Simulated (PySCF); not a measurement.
# How methods differ on the excitation energy of Hg²⁺

Hg²⁺ [Xe] 4f14 5d10 (1S) → Hg²⁺ [Xe] 4f14 5d9 6s1 (3D), as a difference of total energies. Computed with PySCF 2.14 in aug-cc-pwCVDZ-PP with ECP60MDF (6s6p5d3f, 70 functions), with scalar relativity through the core potential. Correlated levels: valence: 5s2 5p6 frozen. The calculations carry no spin-orbit coupling.

```json
{"method": "UHF", "excitation energy (eV)": "5.916"}
{"method": "MP2 (valence)", "excitation energy (eV)": "6.275"}
{"method": "SCS-MP2 (valence)", "excitation energy (eV)": "6.350"}
{"method": "CCSD (valence)", "excitation energy (eV)": "6.183"}
{"method": "CCSD(T) (valence)", "excitation energy (eV)": "6.196"}
```

Problem. How much does correlation contribute at CCSD(T) (valence)?

Solution. 6.196 − (5.916) = 0.280 eV, measured against UHF.
